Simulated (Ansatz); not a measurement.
Relaxation of Cl₃FH₃O₂Ta (10 atoms, charge 0, multiplicity 1), to a largest force component of 0.03 eV/Å in at most 50 steps.

These are results of RKS LDA/def2-SVP (Ansatz 0.2.0), not measurements.

```xyz
10
Properties=species:S:1:pos:R:3
Ta -0.164 0.077 0.141
O 1.806 -0.106 0.025
H 2.215 -0.071 0.916
Cl 0.308 0.153 2.460
O -0.130 -0.068 -1.715
H 0.281 -0.735 -2.323
F -0.976 1.743 0.169
Cl -1.552 -1.720 0.437
Cl 1.277 -2.604 -1.928
H 2.165 -1.848 -1.263
```

Problem. Where does it end, and by what steps?

Solution. The forces met the threshold. After 31 steps the energy has fallen by 0.568 eV; Cl4 moved furthest, 1.64 Å. Joined: O2–H10 (2.20 → 1.10 Å).

```tsv
step	energy less start (eV)	largest force component (eV/Å)	accepted
0	0.0000	1.049	yes
2	-0.2407	0.507	yes
4	-0.3745	0.754	yes
6	-0.4575	0.291	yes
8	-0.4767	0.527	yes
10	-0.5014	0.117	yes
12	-0.5071	0.078	yes
14	-0.5077	0.329	no
16	-0.5106	0.119	yes
18	-0.5129	0.401	yes
20	-0.5288	0.183	yes
22	-0.5402	0.563	no
24	-0.5478	0.549	no
26	-0.5633	0.087	yes
28	-0.5666	0.148	yes
30	-0.5681	0.073	yes
31	-0.5685	0.027	yes
```

```xyz
10
Properties=species:S:1:pos:R:3
Ta -0.313 0.080 0.155
O 1.297 -1.273 0.211
H 1.956 -1.396 0.923
Cl 1.041 1.321 1.564
O 0.006 0.013 -1.607
H 0.814 -0.600 -2.175
F -1.602 1.424 0.154
Cl -1.706 -1.573 0.900
Cl 2.018 -1.618 -2.436
H 1.717 -1.556 -0.770
```

Whether the end is a true minimum wasn't checked by a vibrational analysis.

Time of the run: 55 s on 4 threads of Arm Neoverse V1 (shared host), peak memory 0.22 GiB.
